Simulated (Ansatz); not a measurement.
Cost and result up the ladder for Ge(GeH3)H3 (Ge₂H₆) (8 atoms). Charge 0, multiplicity 1. Geometry: PBE0-D4/def2-TZVP.

```csv
atom,x (Å),y (Å),z (Å)
Ge1,0.832,0.673,0.566
Ge2,-0.832,-0.673,-0.566
H3,-0.659,-2.155,-0.201
H4,-0.693,-0.523,-2.088
H5,-2.246,-0.229,-0.157
H6,2.244,0.169,0.229
H7,0.635,0.597,2.088
H8,0.718,2.141,0.129
```

Ansatz on 4 threads of Intel Xeon on a shared host. Times are rough, and most runs start from the orbitals of an earlier one. r2SCAN0-D4/def2-TZVP serves as the yardstick here, not as an exact answer. Differences are given only for rows in sets of like size (and for xTB, whose basis is part of the method), since another set adds its own error. Binding counts from free atoms at the same level (Ge triplet, H doublet; other spins of the atoms weren't run), without zero-point energy or a counterpoise term.

The 6-31G sets use Cartesian d functions. LC-ωPBE has ω = 0.4 bohr⁻¹. B3LYP takes the VWN-RPA correlation. HSE06 is defined as in plane-wave codes, on full-range PBE exchange. Correlated methods freeze 18 core orbitals; core or outer-core shells of Ge are correlated, in sets that lack core-valence functions.

Correlated methods converge slowly with the basis.

```tsv
level	functions	wall time	binding energy per atom (eV)	difference from r2SCAN0-D4/def2-TZVP (eV)
PBE-D4/def2-SVP	94	2.7 s	2.58	–
LDA (SPW92)/def2-TZVP	132	2.8 s	2.93	0.30
HF/6-31G	70	2.9 s	1.82	–
B3LYP-D4/6-31G	70	4 s	2.56	–
LC-ωPBE/def2-TZVP	132	4.8 s	2.59	-0.04
PBE0-D4/def2-TZVP	132	4.8 s	2.58	-0.04
B3LYP-D4/def2-TZVP	132	5 s	2.62	-0.01
HSE06-D4/def2-TZVP	132	6 s	2.58	-0.04
PBE0-D4/def2-SVP	94	6 s	2.59	–
MP2/def2-TZVP	132	6.5 s	2.48	-0.14
r2SCAN0-D4/def2-TZVP	132	7 s	2.63	0.00
r2SCAN-D4/def2-TZVP (with forces)	132	7.1 s	2.64	0.01
r2SCAN-D4/def2-TZVPD	162	8.6 s	2.64	0.01
CCSD(T)/def2-TZVPP	180	83 s	2.63	0.00
```
